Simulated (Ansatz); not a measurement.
```yaml
crystal:
  periodic: [false, false, false]
  atoms:
    - {symbol: O, position_ang: [-0.889995, 2.168330, -0.787232]}
    - {symbol: C, position_ang: [-0.322434, 1.187375, -0.103468]}
    - {symbol: C, position_ang: [-0.225464, -0.133141, -0.446804]}
    - {symbol: Si, position_ang: [0.645353, -1.295958, 0.609952]}
    - {symbol: H, position_ang: [-1.314954, 1.764805, -1.697110]}
    - {symbol: H, position_ang: [-0.003037, 1.542793, 0.823769]}
    - {symbol: H, position_ang: [-0.586078, -0.421814, -1.376849]}
    - {symbol: H, position_ang: [-0.239597, -2.483359, 0.964529]}
    - {symbol: H, position_ang: [1.132584, -0.595925, 1.935054]}
    - {symbol: H, position_ang: [1.854593, -1.904345, -0.029386]}
basis:
  gaussian: {orbitals: def2-mTZVP, nuclear_model: gaussian, point_charges: [{charge: -1.00, position_ang: [6.049, 0.509, -0.491]}]}
hamiltonian: {xc: {name: PBEsol}}
charge: 1
output: {forces: true}
```

```sh
$ ansatz run in.yaml --threads 2 --pin off --events-out ev --progress --plain --max-ram 4352MiB
```

It prints (some lines left out):

```
Error: YAML parse error: error: line 17 column 1: unknown field `charge`, expected one of crystal, accuracy, basis, kpoints, hamiltonian, magnetization, projection, total_charge, correlation, batch, efield, external_charges, scf, relax, neb, saddle, md, ramp, phonons, dielectric, real_time, elastic, magnetic_configurations, gw, evaluate, workflow, output, checkpoint, execution
15 |   gaussian: {orbitals: def2-mTZVP, nuclear_model: gaussian, point…
16 | hamiltonian: {xc: {name: PBEsol}}
17 | charge: 1
18 | output: {forces: true}
```

In this input the input holds a key that doesn't belong there. The program refused the input.
